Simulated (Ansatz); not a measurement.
C2H7FSi2 (`F[SiH2]/C=C\[SiH3]`). Charge 0, multiplicity 1. All single points use the PBE0-D4/def2-TZVP geometry. It is one conformer, not always the lowest.

```xyz
12

F    -1.649   -0.113    1.154
Si   -1.659   -0.839   -0.275
C    -0.057   -0.502   -1.136
C     0.998    0.166   -0.654
Si    1.218    0.959    1.036
H    -2.801   -0.302   -1.056
H    -1.855   -2.293   -0.049
H     0.012   -0.895   -2.154
H     1.859    0.271   -1.317
H     1.042   -0.028    2.131
H     0.283    2.096    1.232
H     2.610    1.481    1.088
```

Question: What is the dipole moment at PBE/def2-TZVPP? (An estimate is asked.)

Answer: Ansatz gave: 1.77 D, with components (0.29, -0.62, -1.63) D in this frame, pointing from negative to positive charge.

Question: And with r2SCAN, B3LYP, ωB97M-V? (An estimate is asked.)

Answer: Ansatz gave: r2SCAN 1.80 D, B3LYP 1.83 D, ωB97M-V 1.81 D.

Question: Give the Mulliken charges with PBE, B3LYP, ωB97M-V in def2-TZVPP. (An estimate is asked.)

Answer: Computed: 
```
atom    PBE  B3LYP  ωB97M-V
  F1  -0.28  -0.33    -0.31
 Si2   0.51   0.59     0.52
  C3  -0.17  -0.21    -0.24
  C4  -0.17  -0.20    -0.23
 Si5   0.22   0.30     0.19
  H6  -0.07  -0.08    -0.04
  H7  -0.07  -0.08    -0.04
  H8   0.09   0.10     0.11
  H9   0.10   0.11     0.12
 H10  -0.04  -0.06    -0.02
 H11  -0.04  -0.06    -0.02
 H12  -0.06  -0.08    -0.03
```

B3LYP here is the variant with VWN-RPA as its local correlation; programs differ in this.
